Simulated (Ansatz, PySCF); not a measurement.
Potential energy curve for SBe, lowest triplet found (which spin is the ground state isn't settled by this scan).

Methods: UCCSDT = Ansatz (a program for electronic structure) with CCSDT on UHF/cc-pVDZ, frozen core; UKS-B3LYP/6-31G* = unrestricted B3LYP/6-31G*, spherical d run with PySCF; UKS-BLYP = unrestricted BLYP/cc-pVDZ in Ansatz; FCI = full CI/cc-pVDZ, frozen core in Ansatz.

Energies relative to the lowest point of each curve between 1.57 and 2.37 Å, where full CI is lowest, in eV:

| R / Å | UCCSDT | UKS-B3LYP/6-31G* | UKS-BLYP |
|---|---|---|---|
| 1.46 | 3.488 | 3.308 | 3.349 |
| 1.67 | 0.765 | 0.702 | 0.736 |
| 1.76 | 0.291 | 0.258 | 0.283 |
| 1.93 | 0.000 | 0.000 | 0.000 |
| 1.98 | 0.013 | 0.017 | 0.009 |
| 2.15 | 0.244 | 0.254 | 0.216 |
| 2.27 | 0.507 | 0.514 | 0.456 |
| 2.37 | 0.751 | 0.754 | 0.681 |
| 2.54 | 1.162 | 1.167 | 1.069 |
| 2.74 | 1.568 | 1.602 | 1.487 |
| 2.92 | 1.816 | 1.914 | 1.796 |
| 3.54 | 2.057 | 2.466 | 2.379 |

Question: What does FCI give at the same points?

Answer: 1.46: 3.489; 1.67: 0.766; 1.76: 0.291; 1.93: 0.000; 1.98: 0.012; 2.15: 0.243; 2.27: 0.505; 2.37: 0.748; 2.54: 1.158; 2.74: 1.565; 2.92: 1.816; 3.54: 2.061 (eV).

The scan ran from 1.46 to 6.86 Å; beyond the distances shown full CI changes its symmetry label. The unrestricted determinant behind UCCSDT is spin-contaminated at 2.74 to 3.97 Å (<S²> up to 2.3, against 2.00 for a pure triplet).
